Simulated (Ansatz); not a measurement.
`[OH][In]([O][SiH3])[O][SiH3]`. The species carries charge 0 and has multiplicity 1. In takes the def2 core potential.

Cartesian coordinates in Å:
```
O 3.082 -0.526 -1.776
In 1.427 -0.185 -0.790
O -0.025 -1.516 -0.837
Si -1.554 -1.607 -0.272
O 1.171 1.452 0.247
Si 0.015 2.029 1.249
H 3.048 -1.371 -2.234
H -2.219 -0.271 -0.294
H -2.332 -2.539 -1.131
H -1.579 -2.110 1.129
H 0.635 3.009 2.179
H -0.602 0.931 2.048
H -1.067 2.705 0.482
```

(1) List the harmonic frequencies (cm⁻¹, unscaled) at PBE0-D4/def2-TZVP in Ansatz. (Best estimate.)

(2) Is this a minimum?

(3) Give the ideal-gas thermochemistry at 298.15 K and 1 bar (rigid rotor, harmonic oscillator; point group C1, symmetry number 1).

(4) Rotational constants (cm⁻¹)?

Answers

(1) The calculation gave: 41, 49, 53, 56, 75, 111, 118, 140, 156, 302, 445, 468, 633, 717, 719, 728, 738, 859, 948, 952, 955, 960, 962, 994, 996, 1014, 2189, 2192, 2208, 2210, 2220, 2226, 3878.

(2) Yes, all 33 modes are real.

(3) Zero-point energy 187.3 kJ/mol; H(298) − E = 220.1 kJ/mol; entropy 472.7 J/(mol·K), of which translation 176.5, rotation 126.1, vibration 170.1; G(298) − E = 79.2 kJ/mol. Modes under 100 cm⁻¹ are hindered rotations or soft bends, so the harmonic entropy is rough.

(4) 0.04355, 0.04028, 0.02124.
